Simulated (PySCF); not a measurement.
## Excitation energy of Tc⁺ by level of theory

Tc⁺ [Kr] 4d5 5s1 (7S) → Tc⁺ [Kr] 4d5 5p1 (7P), as a difference of total energies. Calculation: PySCF 2.14, in ANO-RCC-VTZP (7s6p4d2f1g, 68 functions); the spin-free X2C one-electron Hamiltonian (Gaussian nucleus). Correlated levels: valence: [Kr] frozen; valence and next inner shell: [Ar] 3d10 frozen. The calculations carry no spin-orbit coupling.

```tsv
method	excitation energy (eV)
UHF	4.459
LDA	4.823
PBE	4.713
PBE0	4.671
r2SCAN	4.805
M06-2X	4.625
B97-3	4.611
MP2 (valence)	4.653
SCS-MP2 (valence)	4.524
MP2 (valence and next inner shell)	4.839
SCS-MP2 (valence and next inner shell)	4.700
```

**Question.** How much does correlation contribute at MP2 (valence and next inner shell)?

**Answer.** 4.839 − (4.459) = 0.380 eV, measured against UHF.

A first-order spin-orbit estimate (lowest level to lowest level, LS coupling) adds -0.086 eV.

The basis was made for the ground configuration and has no added diffuse functions, so the excitation energy can come out too high.
